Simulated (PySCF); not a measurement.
Job file and geometry (Å, from GFN2-xTB) of an NMR shielding run on SMILES C1(B[SiH3])C[SiH2]C1, C3H11BSi2, GIAO PBE0/pcSseg-1 NMR shielding, non-relativistic, gas phase in PySCF 2.14.0, density-fitted response routines; density fitting, a coarse starting grid and PySCF grid level 2 are the driver's defaults:

```
$ OMP_NUM_THREADS=1 python probes_run.py task.json out

{"job": {"kind": "nmr", "xc": "PBE0", "basis": "pcSseg-1"}, "charge": 0, "multiplicity": 1}
Si     2.247605    -0.630717     0.789950
B      1.241906     0.881112     0.048400
C     -0.212655     0.770113    -0.496801
C     -0.817070    -0.593303    -0.914904
Si    -1.971728    -0.609027     0.599101
C     -0.976075     1.003088     0.859122
H      2.070910    -1.935233     0.126496
H      1.901831    -0.894985     2.200626
H      3.706801    -0.434209     0.797162
H      1.679471     1.972221     0.119195
H     -0.507340     1.541813    -1.210641
H     -0.078591    -1.391148    -0.952157
H     -1.297446    -0.556869    -1.891255
H     -1.765573    -1.648748     1.606904
H     -3.399457    -0.398624     0.344026
H     -1.510364     1.950057     0.883325
H     -0.319223     0.986489     1.731003
```

Task: Write the output of this run.

Result: 
```
coarse grid: 14416 points
cycle   1  E = -724.1609263863  dE =  3.516e-01  |g| = 3.910e-01  |ddm| = 3.601e+00
cycle   2  E = -724.1322380498  dE =  2.869e-02  |g| = 5.091e-01  |ddm| = 8.952e-01
cycle   3  E = -724.2030294098  dE = -7.079e-02  |g| = 4.952e-02  |ddm| = 5.919e-01
cycle   4  E = -724.2036153622  dE = -5.860e-04  |g| = 1.618e-02  |ddm| = 6.955e-02
cycle   5  E = -724.2036795050  dE = -6.414e-05  |g| = 5.475e-03  |ddm| = 2.176e-02
cycle   6  E = -724.2036874829  dE = -7.978e-06  |g| = 1.235e-03  |ddm| = 6.554e-03
final grid: 127776 points
cycle   7  E = -724.2371399218  dE = -2.989e-05  |g| = 7.283e-03  |ddm| = 2.881e-02
cycle   8  E = -724.2371270818  dE =  1.284e-05  |g| = 1.004e-02  |ddm| = 1.753e-02
cycle   9  E = -724.2371542005  dE = -2.712e-05  |g| = 5.012e-04  |ddm| = 1.052e-02
cycle  10  E = -724.2371542582  dE = -5.761e-08  |g| = 1.790e-04  |ddm| = 6.874e-04
cycle  11  E = -724.2371542668  dE = -8.603e-09  |g| = 4.884e-05  |ddm| = 2.252e-04
cycle  12  E = -724.2371542674  dE = -5.978e-10  |g| = 1.593e-05  |ddm| = 6.122e-05
converged SCF energy = -724.2371542674

GIAO shielding tensors (ppm)
atom      isotropic    diamagn.    paramagn.     s11        s22        s33       span
  0 Si     478.083     880.413    -402.329    447.667    491.129    495.454     47.788
  1 B       20.234     194.584    -174.349    -66.173     -6.711    133.587    199.760
  2 C      149.723     252.731    -103.008    121.535    146.177    181.459     59.924
  3 C      173.695     251.287     -77.591    158.996    161.848    200.243     41.247
  4 Si     384.086     879.943    -495.857    343.804    380.024    428.429     84.625
  5 C      190.179     255.666     -65.487    155.583    197.944    217.009     61.426
  6 H       28.046      29.123      -1.077     24.097     27.871     32.168      8.071
  7 H       27.955      28.779      -0.824     24.690     26.888     32.288      7.598
  8 H       28.237      28.635      -0.398     24.803     25.862     34.046      9.244
  9 H       23.736      30.338      -6.601     17.532     26.330     27.347      9.815
 10 H       27.894      32.906      -5.012     23.509     26.768     33.405      9.896
 11 H       29.629      31.970      -2.341     24.952     28.954     34.982     10.030
 12 H       29.882      30.885      -1.003     25.979     27.380     36.287     10.308
 13 H       26.859      29.184      -2.325     23.893     25.123     31.561      7.667
 14 H       26.643      29.071      -2.428     24.021     24.342     31.567      7.546
 15 H       30.928      30.995      -0.066     26.171     26.960     39.654     13.482
 16 H       31.386      32.217      -0.831     27.795     30.212     36.151      8.356
```

Size and cost of the density-fitted run: 171 basis functions, 68 s wall time (61 s CPU) on 1 thread of an Intel Xeon, shared host; peak memory 0.78 GiB.
